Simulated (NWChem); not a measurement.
GeIF3; SMILES [F][Ge]([F])([I])[F]

```xyz
5

F     -1.4018    -0.7343     1.6523
Ge     0.0000     0.0000     1.0014
F      0.0650     1.5811     1.6523
F      1.3368    -0.8468     1.6523
I      0.0000     0.0000    -1.4463
```
Atoms are numbered in this order, from 1.

Computed with NWChem. Pople sets run with spherical d functions. All runs use the structure optimised with PBE0/def2-SVP (def2 core potentials past Kr).

**Question.** Among these, which level gives the highest value of “dipole (D)”?
A) Hartree-Fock/3-21G, non-relativistic
B) Hartree-Fock/6-311G**, non-relativistic
C) Hartree-Fock/STO-3G, non-relativistic

**Answer.** B, Hartree-Fock/6-311G**, non-relativistic. Values: Hartree-Fock/STO-3G, non-relativistic 0.45; Hartree-Fock/3-21G, non-relativistic 1.86; Hartree-Fock/6-311G**, non-relativistic 2.83
